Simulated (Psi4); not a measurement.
Psi4 input (wB97X-D/6-31G*):

```
memory 1500 MB

molecule {
0 1
S     1.88724500    0.07423600   -0.95279800
Si   -0.00395900    0.00353300    0.00235500
S    -1.18920400   -1.47986600   -0.94769300
Cl    0.12018700   -0.41071100    2.01245200
Cl   -0.77769800    1.89262800   -0.18801100
H     2.16410500   -1.21477200   -0.68215800
H    -2.09965500   -1.53717900    0.04153500
symmetry c1
no_reorient
no_com
}

set {
  basis 6-31G*
  reference rks
  scf_type pk
  dft_radial_points 99
  dft_spherical_points 590
  e_convergence 1e-8
  d_convergence 1e-7
  maxiter 150
}

e = energy('wb97x-d')
print_out(f'\nFINAL {e:.10f} DIPOLE {variable("CURRENT DIPOLE")[0]:.6f} {variable("CURRENT DIPOLE")[1]:.6f} {variable("CURRENT DIPOLE")[2]:.6f}\n')
```

From the output:

```
      28A     -0.875200    29A     -0.855375    30A     -0.633922
      31A     -0.544508    32A     -0.542924    33A     -0.512050
      34A     -0.481872    35A     -0.469209    36A     -0.437083
      37A     -0.434834    38A     -0.421861    39A     -0.411334
      40A     -0.372080    41A     -0.369567

    Virtual:

      42A      0.037831    43A      0.068275    44A      0.074464
      45A      0.089500    46A      0.098069    47A      0.101739
      48A      0.245446    49A      0.280020    50A      0.298794
      51A      0.304505    52A      0.362192    53A      0.381144
      54A      0.409292    55A      0.422418    56A      0.436226
      57A      0.465652    58A      0.466979    59A      0.483712
      60A      0.495988    61A      0.510276    62A      0.542524
      63A      0.553033    64A      0.580475    65A      0.596509
      66A      0.609232    67A      0.618253    68A      0.667924
      69A      0.720202    70A      0.734139    71A      0.757023
      72A      0.765830    73A      0.823888    74A      0.827890
      75A      0.831324    76A      0.844460    77A      0.866694
      78A      0.874836    79A      0.893315    80A      0.934085
      81A      0.935447    82A      0.942010    83A      0.946490
      84A      1.000779    85A      1.028314    86A      1.055334
      87A      1.062167    88A      1.083613    89A      1.117648
      90A      1.195270    91A      1.213851    92A      1.288120
      93A      1.337183    94A      1.385379    95A      2.933674
      96A      3.959370    97A      3.961575    98A      4.342000
      99A      4.361670

    Final Occupation by Irrep:
              A
    DOCC [    41 ]
    NA   [    41 ]
    NB   [    41 ]

  @RKS Final Energy: -2007.53446700758559

   => Energetics <=

    Nuclear Repulsion Energy =            521.0179971776582306
    One-Electron Energy =               -3811.8854155120739051
    Two-Electron Energy =                1377.9183985439590288
    DFT Exchange-Correlation Energy =     -94.5829799007329655
    Empirical Dispersion Energy =          -0.0024673163961633
    VV10 Nonlocal Energy =                  0.0000000000000000
    Total Energy =                      -2007.5344670075855902

Computation Completed

Properties will be evaluated at   0.000000,   0.000000,   0.000000 [a0]

Properties computed using the SCF density matrix

 Multipole Moments:

 ------------------------------------------------------------------------------------
     Multipole            Electronic (a.u.)      Nuclear  (a.u.)        Total (a.u.)
 ------------------------------------------------------------------------------------

 L = 1.  Multiply by 2.5417464519 to convert [e a0] to [Debye]
 Dipole X            :         -0.1008308           -0.0000132           -0.1008441
 Dipole Y            :         -0.6265917            0.0000378           -0.6265539
 Dipole Z            :          0.1163660           -0.0000227            0.1163433
 Magnitude           :                                                    0.6451938

 ------------------------------------------------------------------------------------

FINAL -2007.5344670076 DIPOLE -0.100844 -0.626554 0.116343

*** Psi4 exiting successfully. Buy a developer a beer!
```

The geometry given is a B3LYP-D3(BJ)/def2-TZVP minimum.
